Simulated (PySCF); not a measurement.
PySCF input for C2H7O2, SMILES OCC[OH2+], charge +1, TDA-ωB97X/def2-SVPD. Geometry: B3LYP-D3(BJ)/def2-SVP. The isomer is the one that the SMILES or the coordinates give; other isomers of the formula were not compared. The values are those of a single conformer.

```python
import numpy as np
from pyscf import gto, scf, dft, tdscf

mol = gto.M(
    atom='''
    O     0.93685519   -0.36823973   -0.85074047
    C     0.65708980    0.81506501   -0.09176929
    C    -0.78912936    0.58904009    0.35206280
    O    -0.79887595   -0.87512385    0.61573638
    H     1.88572518   -0.51554405   -0.98914067
    H     1.33220301    0.89807501    0.77516052
    H     0.73115774    1.72506055   -0.70596474
    H    -1.05806504    1.10570556    1.28044386
    H    -1.51411378    0.79240518   -0.44780446
    H    -0.03468759   -1.16216341   -0.05860291
    H    -1.65381602   -1.32126079    0.46417990
    ''',
    basis='def2-SVPD',
    charge=1,
    spin=0,
    max_memory=1600,
    verbose=4,
)
mf = dft.RKS(mol, xc='wb97x').density_fit(auxbasis='def2-universal-jkfit')
mf.grids.level = 3
mf.conv_tol = 1e-9
mf.max_cycle = 100
mf.kernel()
mf.grids = dft.Grids(mol).set(level=1).build(with_non0tab=True)  # coarser grid for the response kernel
td = tdscf.TDA(mf)
td.singlet = True
td.nstates = 10
td.conv_tol = 1e-4
td.kernel(x0=td.get_init_guess(mf, 15))
td.analyze()
tt = tdscf.TDA(mf)
tt.singlet = False
tt.nstates = 4
tt.conv_tol = 1e-4
tt.kernel(x0=tt.get_init_guess(mf, 9))
tt.analyze(verbose=3)
```

Log of the run:

```
PySCF version 2.14.0

[INPUT] verbose = 4
[INPUT] num. atoms = 11
[INPUT] num. electrons = 34
[INPUT] charge = 1
[INPUT] spin (= nelec alpha-beta = 2S) = 0
[INPUT] symmetry False subgroup None
[INPUT] Mole.unit = angstrom
[INPUT] Symbol           X                Y                Z      unit          X                Y                Z       unit  Magmom
[INPUT]  1 O      0.936855190000  -0.368239730000  -0.850740470000 AA    1.770399727477  -0.695872237884  -1.607666491384 Bohr   0.0
[INPUT]  2 C      0.657089800000   0.815065010000  -0.091769290000 AA    1.241719761245   1.540249642616  -0.173418824746 Bohr   0.0
[INPUT]  3 C     -0.789129360000   0.589040090000   0.352062800000 AA   -1.491238367253   1.113124446489   0.665302270648 Bohr   0.0
[INPUT]  4 O     -0.798875950000  -0.875123850000   0.615736380000 AA   -1.509656753002  -1.653744401575   1.163573123131 Bohr   0.0
[INPUT]  5 H      1.885725180000  -0.515544050000  -0.989140670000 AA    3.563504136396  -0.974237059649  -1.869204964969 Bohr   0.0
[INPUT]  6 H      1.332203010000   0.898075010000   0.775160520000 AA    2.517498831221   1.697115808216   1.464841085375 Bohr   0.0
[INPUT]  7 H      0.731157740000   1.725060550000  -0.705964740000 AA    1.381687882456   3.259891987792  -1.334080012200 Bohr   0.0
[INPUT]  8 H     -1.058065040000   1.105705560000   1.280443860000 AA   -1.999453147577   2.089480682809   2.419688213281 Bohr   0.0
[INPUT]  9 H     -1.514113780000   0.792405180000  -0.447804460000 AA   -2.861260365630   1.497428769887  -0.846227786759 Bohr   0.0
[INPUT] 10 H     -0.034687590000  -1.162163410000  -0.058602910000 AA   -0.065550045021  -2.196170556891  -0.110743450003 Bohr   0.0
[INPUT] 11 H     -1.653816020000  -1.321260790000   0.464179900000 AA   -3.125259338218  -2.496821032226   0.877172883528 Bohr   0.0

nuclear repulsion = 145.43040744114
number of shells = 62
number of NR pGTOs = 196
number of NR cGTOs = 142
basis = def2-SVPD
ecp = {}


[settings echo left out]
init E= -231.078114558891
  HOMO = -0.359813893310583  LUMO = 0.00440235668186517  gap/eV = 9.91083
cycle= 1 E= -230.289698757894  delta_E= 0.788  |g|= 0.57  |ddm|= 3.66
  HOMO = -0.575103507318224  LUMO = -0.129399273833356  gap/eV = 12.12823
cycle= 2 E= -230.319120173526  delta_E= -0.0294  |g|= 0.493  |ddm|= 1.07
  HOMO = -0.637050695455427  LUMO = -0.119119995161185  gap/eV = 14.09361
cycle= 3 E= -230.361873156841  delta_E= -0.0428  |g|= 0.0706  |ddm|= 0.466
  HOMO = -0.620347129390562  LUMO = -0.108404662451922  gap/eV = 13.93066
cycle= 4 E= -230.362798593882  delta_E= -0.000925  |g|= 0.0209  |ddm|= 0.102
  HOMO = -0.623420945798147  LUMO = -0.108169876495179  gap/eV = 14.02070
cycle= 5 E= -230.362895855051  delta_E= -9.73e-05  |g|= 0.00723  |ddm|= 0.0297
  HOMO = -0.622420651029309  LUMO = -0.108114281725881  gap/eV = 13.99499
cycle= 6 E= -230.362906083614  delta_E= -1.02e-05  |g|= 0.00201  |ddm|= 0.00964
  HOMO = -0.62234503488345  LUMO = -0.107963985828844  gap/eV = 13.99702
cycle= 7 E= -230.362906892059  delta_E= -8.08e-07  |g|= 0.000573  |ddm|= 0.00273
  HOMO = -0.622366446979898  LUMO = -0.107999378085774  gap/eV = 13.99664
cycle= 8 E= -230.362906976695  delta_E= -8.46e-08  |g|= 6.21e-05  |ddm|= 0.00089
  HOMO = -0.622363808595003  LUMO = -0.107995486620012  gap/eV = 13.99667
cycle= 9 E= -230.362906979276  delta_E= -2.58e-09  |g|= 1.35e-05  |ddm|= 0.000197
  HOMO = -0.622365924318845  LUMO = -0.107995916101424  gap/eV = 13.99672
cycle= 10 E= -230.362906979392  delta_E= -1.16e-10  |g|= 4.67e-06  |ddm|= 3.3e-05
  HOMO = -0.622365292491991  LUMO = -0.107996013232284  gap/eV = 13.99670
Extra cycle  E= -230.362906979401  delta_E= -9.49e-12  |g|= 2.69e-06  |ddm|= 1.31e-05
converged SCF energy = -230.362906979401
tot grids = 38024


******** <class 'pyscf.tdscf.rks.TDA'> for <class 'pyscf.df.df_jk.DFRKS'> ********
nstates = 10 singlet
deg_eia_thresh = 1.000e-03
wfnsym = None
conv_tol = 0.0001
eigh lindep = 1e-12
eigh level_shift = 0
eigh max_cycle = 100


Excitation energies (eV)
[ 8.62665167  9.69266351 10.05662023 10.47251428 10.53317634 11.19182656
 11.26509541 11.40745101 11.48871884 11.79320547]

** Singlet excitation energies and oscillator strengths **
Excited State   1:      8.62665 eV    143.72 nm  f=0.0028
      17 -> 18       -0.60613
      17 -> 19       -0.31710
      17 -> 22        0.10379
Excited State   2:      9.69266 eV    127.92 nm  f=0.0102
      15 -> 18        0.17671
      16 -> 18       -0.58540
      16 -> 22        0.12171
      17 -> 19       -0.21126
      17 -> 20        0.10137
Excited State   3:     10.05662 eV    123.29 nm  f=0.0031
      16 -> 18        0.27093
      17 -> 18        0.21346
      17 -> 19       -0.45110
      17 -> 20        0.32240
      17 -> 24       -0.15418
Excited State   4:     10.47251 eV    118.39 nm  f=0.0037
      15 -> 18        0.21151
      16 -> 19        0.10730
      17 -> 18        0.16199
      17 -> 19       -0.22502
      17 -> 20       -0.52451
      17 -> 22        0.11284
      17 -> 23       -0.12781
      17 -> 28        0.11721
Excited State   5:     10.53318 eV    117.71 nm  f=0.0079
      15 -> 18       -0.55381
      15 -> 22        0.13516
      16 -> 18       -0.10654
      16 -> 19       -0.19528
      17 -> 18        0.10906
      17 -> 19       -0.16540
      17 -> 20       -0.15086
Excited State   6:     11.19183 eV    110.78 nm  f=0.0700
      13 -> 18       -0.16346
      14 -> 18       -0.21009
      16 -> 19       -0.25641
      17 -> 20       -0.12887
      17 -> 22       -0.43813
      17 -> 23       -0.27577
      17 -> 28       -0.10249
Excited State   7:     11.26510 eV    110.06 nm  f=0.0225
      14 -> 18       -0.49596
      14 -> 19       -0.11918
      15 -> 19       -0.11167
      16 -> 19       -0.16769
      16 -> 22       -0.10779
      17 -> 21       -0.19055
      17 -> 22        0.20540
      17 -> 23        0.14422
Excited State   8:     11.40745 eV    108.69 nm  f=0.0426
      15 -> 19       -0.10068
      15 -> 20       -0.13825
      16 -> 19        0.28313
      16 -> 20        0.29405
      16 -> 22       -0.14110
      17 -> 21       -0.29448
      17 -> 22       -0.24257
      17 -> 25        0.11527
      17 -> 27       -0.12699
Excited State   9:     11.48872 eV    107.92 nm  f=0.0291
      14 -> 18        0.10642
      16 -> 20       -0.33642
      16 -> 22        0.11638
      17 -> 21       -0.50303
      17 -> 26        0.11656
Excited State  10:     11.79321 eV    105.13 nm  f=0.0030
      15 -> 19       -0.13597
      17 -> 18        0.10243
      17 -> 24        0.54008
      17 -> 25       -0.10377
      17 -> 26        0.10103
      17 -> 27        0.20301
      17 -> 29        0.20649

** Transition electric dipole moments (AU) **
state          X           Y           Z        Dip. S.      Osc.
  1         0.0339      0.0189      0.1085      0.0133      0.0028
  2        -0.1075     -0.1748      0.0316      0.0431      0.0102
  3        -0.0793     -0.0390     -0.0679      0.0124      0.0031
  4         0.0761     -0.0705      0.0602      0.0144      0.0037
  5        -0.1531     -0.0742     -0.0398      0.0305      0.0079
  6         0.0038     -0.4636      0.2009      0.2553      0.0700
  7        -0.0854     -0.0368     -0.2701      0.0816      0.0225
  8        -0.3181     -0.0477     -0.2211      0.1523      0.0426
  9        -0.0911     -0.1691     -0.2576      0.1032      0.0291
 10        -0.0112     -0.0344      0.0944      0.0102      0.0030

** Transition velocity dipole moments (imaginary part, AU) **
state          X           Y           Z        Dip. S.      Osc.
  1         0.0067     -0.0211      0.0660      0.0049      0.0102
  2        -0.0256     -0.0480      0.0721      0.0081      0.0152
  3        -0.0196     -0.0022     -0.0361      0.0017      0.0030
  4         0.0324     -0.0414      0.0415      0.0045      0.0078
  5        -0.0490     -0.0423     -0.0259      0.0049      0.0084
  6         0.0018     -0.1416      0.0710      0.0251      0.0407
  7        -0.0592     -0.0171     -0.0999      0.0138      0.0222
  8        -0.1227     -0.0203     -0.1182      0.0295      0.0468
  9        -0.0240     -0.0631     -0.0713      0.0096      0.0152
 10         0.0061     -0.0188      0.0443      0.0024      0.0036

** Transition magnetic dipole moments (imaginary part, AU) **
state          X           Y           Z
  1         0.6153      0.3908      0.3172
  2         1.0360     -0.2045     -0.0781
  3        -0.1309      0.3204     -0.6451
  4        -0.2275      0.6695     -0.0905
  5        -0.2340     -0.0798      0.4562
  6        -0.0428      0.2452      1.0618
  7         0.5516     -0.2828      1.1391
  8         0.0597      0.0277     -0.1063
  9        -0.0336     -0.4522     -0.2991
 10         0.6066     -0.2004     -0.2817


******** <class 'pyscf.tdscf.rks.TDA'> for <class 'pyscf.df.df_jk.DFRKS'> ********
nstates = 4 triplet
deg_eia_thresh = 1.000e-03
wfnsym = None
conv_tol = 0.0001
eigh lindep = 1e-12
eigh level_shift = 0
eigh max_cycle = 100


Excitation energies (eV)
[ 8.21047559  9.14376934  9.76412824 10.05329741]

** Triplet excitation energies and oscillator strengths **
Excited State   1:      8.21048 eV    151.01 nm  f=0.0000
Excited State   2:      9.14377 eV    135.59 nm  f=0.0000
Excited State   3:      9.76413 eV    126.98 nm  f=0.0000
Excited State   4:     10.05330 eV    123.33 nm  f=0.0000
```

The run converged.

Cost: roughly 4 core-minutes.
